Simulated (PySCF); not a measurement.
CH5F2NOSi, SMILES NC[Si](O)(F)F.

Geometry optimised at PBE0-D3(BJ)/def2-SVP. This is a generated structure with no PubChem entry under its InChIKey; it may be hypothetical. Other conformers were not sampled.

Two levels are set side by side: TDA-PBE/def2-SVPD (PySCF) and TDA-M06-2X/def2-SVPD (PySCF). Vertical, same geometry. The lowest singlet is HOMO→LUMO 100 % with PBE and HOMO→LUMO 63 %, HOMO→LUMO+2 21 %, HOMO→LUMO+1 11 % with the other functional; states are paired by order. Differences are taken from unrounded values.

| quantity | TDA-PBE |
|---|---|
| lowest singlet excitation (eV) | 4.84 |
| lowest triplet excitation (TDA) (eV) | 4.74 |

Question: These are the TDA-PBE values. What does TDA-M06-2X give? (Estimate from the structure and the level; the computed values follow.)

Answer: 
```json
[
 {"quantity": "lowest singlet excitation (eV)", "TDA-M06-2X": "6.22", "TDA-PBE minus TDA-M06-2X": "-1.38"},
 {"quantity": "lowest triplet excitation (TDA) (eV)", "TDA-M06-2X": "6.01", "TDA-PBE minus TDA-M06-2X": "-1.27"}
]
```

Functionals without exact exchange tend to place singlet excitations lower, as here. Differences between two approximate levels are no errors against the true value.

Rough cost on one machine, each run with all the roots and properties that it gave: TDA-M06-2X against TDA-PBE about 7 times.
